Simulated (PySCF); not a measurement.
Run record for `N#Cc1nocc1C1CC1`: BHandHLYP/def2-SVPD, TDA, 1 singlet.

Method: TDA BHandHLYP/def2-SVPD, vertical, gas phase, core orbitals frozen in the response (PySCF 2.14.0, density-fitted response routines). Geometry: GFN2-xTB. The input is one job of a driver script: a line of settings, then coordinates in Å.

Command:
```bash
OMP_NUM_THREADS=1 python probes_run.py task.json out
```

Input:
```
{"job": {"kind": "uv", "xc": "BHandHLYP", "basis": "def2-SVPD", "nstates": 1, "ntriplets": 5, "tda": true}, "charge": 0, "multiplicity": 1}
N      1.619188     2.570477     2.220347
C      1.701661     1.806288     1.371637
C      1.728845     0.848621     0.339622
N      2.814860     0.554164    -0.339688
O      2.482857    -0.387966    -1.228303
C      1.184004    -0.686765    -1.106233
C      0.617987     0.068271    -0.114217
C     -0.756160     0.114249     0.383754
C     -1.897354    -0.068285    -0.584614
C     -1.585587    -1.144082     0.399181
H      0.792213    -1.435159    -1.765086
H     -0.897023     0.815879     1.196672
H     -1.648929    -0.232269    -1.622085
H     -2.782672     0.529688    -0.435722
H     -2.255547    -1.291568     1.231650
H     -1.125940    -2.052600     0.041676
```

Question: Predict the output.

Answer: 
```
coarse grid: 14536 points
cycle   1  E = -454.2296225135  dE =  2.384e+00  |g| = 5.867e-01  |ddm| = 8.769e+00
cycle   2  E = -454.1666468740  dE =  6.298e-02  |g| = 8.393e-01  |ddm| = 2.481e+00
cycle   3  E = -454.3171933555  dE = -1.505e-01  |g| = 1.262e-01  |ddm| = 1.515e+00
cycle   4  E = -454.3201656680  dE = -2.972e-03  |g| = 5.693e-02  |ddm| = 3.394e-01
cycle   5  E = -454.3209357980  dE = -7.701e-04  |g| = 1.207e-02  |ddm| = 1.416e-01
cycle   6  E = -454.3209682232  dE = -3.243e-05  |g| = 3.962e-03  |ddm| = 3.515e-02
cycle   7  E = -454.3209725594  dE = -4.336e-06  |g| = 1.750e-03  |ddm| = 1.116e-02
final grid: 143880 points
cycle   8  E = -454.3782866183  dE = -2.608e-05  |g| = 2.954e-03  |ddm| = 1.439e-01
cycle   9  E = -454.3782863675  dE =  2.508e-07  |g| = 3.360e-03  |ddm| = 1.634e-02
cycle  10  E = -454.3782889389  dE = -2.571e-06  |g| = 6.495e-04  |ddm| = 7.057e-03
cycle  11  E = -454.3782890212  dE = -8.226e-08  |g| = 2.629e-04  |ddm| = 1.349e-03
cycle  12  E = -454.3782890359  dE = -1.473e-08  |g| = 1.147e-04  |ddm| = 6.667e-04
cycle  13  E = -454.3782890390  dE = -3.069e-09  |g| = 2.593e-05  |ddm| = 2.622e-04
cycle  14  E = -454.3782890392  dE = -2.315e-10  |g| = 1.100e-05  |ddm| = 9.896e-05
converged SCF energy = -454.3782890392

Static polarisability (au): isotropic 87.672, principal 62.387 94.542 106.088

Singlet excitations
state   eV       nm        f      main configurations
  1   5.8191    213.1   0.11461   H->L 0.93

Triplet excitations (Tamm-Dancoff, eV): 3.6371 4.5588 5.1349 5.4074 6.2192
```

The SCF starts on a coarse grid where the log names one; the energy can jump when the final grid takes over, and dE then counts from the start density on the new grid. H and L stand for HOMO and LUMO; the number after each pair is its weight.

Question: How does the lowest singlet excitation compare with the HOMO–LUMO gap?

Answer: HOMO -8.70 eV and LUMO -0.73 eV give a gap of 7.97 eV; S1 at 5.82 eV lies 2.15 eV below it.

Question: Give S1 in cm⁻¹ and kJ/mol.

Answer: 5.8191 eV × 8065.54 = 46934 cm⁻¹; × 96.485 = 561.5 kJ/mol.

In short: SCF converged in 14 cycles with 251 basis and 922 fitting functions; HOMO -8.70 eV, LUMO -0.73 eV; lowest singlet 5.82 eV; lowest triplet 3.64 eV (Tamm–Dancoff); mean polarisability 87.7 au.

Time: 38 s wall (grids of density and orbitals included); peak memory 1.0 GiB. Hardware: an Intel Xeon 6975P-C with one thread, shared host with 192 logical CPUs at a one-minute load of 98.

The values belong to the conformer `[N:1]#[C:2][c:3]1[n:4][o:5][cH:6][c:7]1[CH:8]1[CH2:9][CH2:10]1`: C6–C7–C8–C9 -36°.
